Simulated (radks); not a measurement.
Question: The mean radii <r> (bohr) of the occupied orbitals of an atom or ion are listed with their occupations. All-electron calculation, non-relativistic Kohn-Sham, TPSS, spin-polarised, spherical densities, point nucleus; meta-GGA in the generalised Kohn-Sham scheme. Program: a radial shooting solver on a logarithmic mesh with Libxc functionals.

orbital  occ.      <r>
1s up       1  0.02572
1s down     1  0.02572
2s up       1   0.1100
2s down     1   0.1100
2p up       3  0.09352
2p down     3  0.09352
3s up       1   0.2870
3s down     1   0.2870
3p up       3   0.2771
3p down     3   0.2770
3d up       5   0.2482
3d down     5   0.2481
4s up       1   0.6485
4s down     1   0.6483
4p up       3   0.6660
4p down     3   0.6656
4d up       5   0.7086
4d down     5   0.7071
5s up       1    1.400
5s down     1    1.401
4f up       1   0.8388
5p up       2    1.491

Name the element and its charge. Open shells, if any, are filled with parallel spins first.

Answer: Z = 59, praseodymium, charge +8: Pr8+ in [Kr] 4d10 4f1 5s2 5p2. The 1s radius gives Z: for a bare nucleus <r> = 1.5/Z, 0.02542 bohr for Z = 59, and screening makes it slightly larger (0.02572 here). The occupations add up to 51, and the charge is Z minus that.
